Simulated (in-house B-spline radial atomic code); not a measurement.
Sr is squeezed into an impenetrable sphere of radius R (the orbitals vanish at R). No spin polarisation. Caution: exact exchange at fractional occupations of open shells leaves self-interaction of up to several eV. Method: non-relativistic B3LYP, spherical fractional occupations, point nucleus. Calculated with a B-spline radial code for spherical atoms.

Energies in eV above the free atom in [Kr] 5s2:

```csv
R (bohr),highest level (eV),[Kr] 5s2,[Ar] 3d10 4s2 4p5 5s2 5d1,[Ar] 3d10 4s2 4p5 4f1 5s2,-dE/dV in [Kr] 5s2 (GPa)
7.26,-2.59,1.25,33.99,35.03,1.78
6.62,-1.86,2.19,36.49,36.98,3.79
5.32,1.42,7.085,47.51,45.29,20.2
4.52,6.4,15.53,63.88,57.5,67.6
3.7,18.6,38.86,103.2,87.22,298
3.19,35.3,75.39,158.3,129.9,885
2.57,81.1,192.4,317.9,258.3,4150
2.31,118,300.2,455.9,372.4,8660
2,191,536,745.2,616.4,22900
1.45,512,1807,2205,1888,184000
```

Task: Does [Ar] 3d10 4s2 4p5 5s2 5d1 fall below [Kr] 5s2 under compression?

Result: No, it stays above over the whole range.

Task: Does [Ar] 3d10 4s2 4p5 4f1 5s2 fall below [Kr] 5s2 under compression?

Result: No, it stays above over the whole range.

The highest level is first positive in the row R = 5.32 bohr, pushed up by confinement above the zero of the free ion's potential. Each configuration is held fixed and needn't be the lowest in the sphere.
